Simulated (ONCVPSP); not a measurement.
**Reading a pseudo-wave (Zn (Z = 30))**

Columns: radius, all-electron u(r) and pseudo u(r) of the 3p shell (level -83.40 eV) of zinc in the configuration [Ne] 3s2 3p6 3d10 4s2; PBE, scalar-relativistic, ONCV scheme, ONCVPSP 4.0.1.

| r (bohr) | all-electron | pseudo |
| --- | --- | --- |
| 0.062 | -0.4565 | 0.0394 |
| 0.125 | -0.6710 | 0.1539 |
| 0.188 | -0.4302 | 0.3265 |
| 0.250 | 0.0037 | 0.5295 |
| 0.312 | 0.4447 | 0.7388 |
| 0.375 | 0.8091 | 0.9331 |
| 0.438 | 1.0622 | 1.0890 |
| 0.500 | 1.2079 | 1.1934 |
| 0.562 | 1.2704 | 1.2462 |
| 0.625 | 1.2701 | 1.2508 |
| 0.688 | 1.2260 | 1.2148 |
| 0.750 | 1.1555 | 1.1507 |
| 0.812 | 1.0699 | 1.0685 |
| 0.875 | 0.9760 | 0.9758 |
| 0.938 | 0.8808 | 0.8808 |
| 1.000 | 0.7897 | 0.7897 |
| 1.062 | 0.7036 | 0.7036 |
| 1.125 | 0.6223 | 0.6223 |
| 1.188 | 0.5481 | 0.5481 |
| 1.250 | 0.4820 | 0.4820 |
| 1.312 | 0.4226 | 0.4226 |
| 1.375 | 0.3689 | 0.3689 |
| 1.438 | 0.3213 | 0.3213 |
| 1.500 | 0.2800 | 0.2800 |
| 1.562 | 0.2437 | 0.2437 |
| 1.625 | 0.2113 | 0.2113 |

(1) How many radial nodes do the two functions have?

(2) At about which radius was the pseudo-wave matched?

(3) Where does each function peak?

(4) Is the pseudo-wave norm-conserving?

Results:

(1) The all-electron 3p function has n − l − 1 = 1; the pseudo-wave has 0, since the states of the same l below it are removed with the core.

(2) 0.95 bohr. The columns agree to 0.0005 from 0.88 bohr on; several derivatives are matched, so the curves merge somewhat inside the radius.

(3) Outermost all-electron maximum near 0.56 bohr, pseudo maximum near 0.62 bohr (to the table’s step).

(4) Yes: the ONCV scheme keeps the norm inside the radius equal to the all-electron one, which fixes the energy derivative of the logarithmic derivative at the level.
